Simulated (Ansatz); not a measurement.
Te3Pb3⁺. Total charge 1; doublet. Geometry PBE-D4/def2-SVP; atoms count from 1.

```xyz
6

Pb    0.867   -1.971    1.015
Pb    1.542    1.425    1.129
Pb   -2.077    0.448   -0.597
Te    0.586    1.359   -1.837
Te    0.016   -1.374   -1.923
Te   -0.933    0.113    2.213
```

In the def2 sets Pb, Te take a core potential; there is no spin–orbit coupling. Another isomer (doublet) lies 0.06 eV lower at PBE0-D4/def2-TZVP; other spin states weren't run for this one.

Question: Estimate the Mulliken populations from the PBE0/def2-TZVP orbitals of Ansatz.

Answer: 
```json
{"atom": "Pb1", "charge (e)": "0.45", "spin (α − β)": "0.51"}
{"atom": "Pb2", "charge (e)": "0.45", "spin (α − β)": "0.51"}
{"atom": "Pb3", "charge (e)": "0.58", "spin (α − β)": "-0.01"}
{"atom": "Te4", "charge (e)": "-0.09", "spin (α − β)": "0.00"}
{"atom": "Te5", "charge (e)": "-0.09", "spin (α − β)": "0.00"}
{"atom": "Te6", "charge (e)": "-0.30", "spin (α − β)": "0.00"}
```
Mulliken values and Mayer orders depend strongly on the basis.

Question: Where does the spin sit?

Answer: Summed by element: Pb 1.01, Te -0.01, of 1 unpaired in all. Largest on single atoms: Pb1 0.51, Pb2 0.51, Pb3 -0.01.

Question: And the Mayer bond orders between bonded heavy atoms (over 0.3)?

Answer: Pb1–Pb2 0.52 (3.46 Å); Pb1–Te5 0.69 (3.12 Å); Pb1–Te6 0.83 (3.00 Å); Pb2–Te4 0.70 (3.12 Å); Pb2–Te6 0.83 (3.00 Å); Pb3–Te4 0.68 (3.08 Å); Pb3–Te5 0.68 (3.07 Å); Pb3–Te6 0.75 (3.05 Å); Te4–Te5 1.07 (2.79 Å).
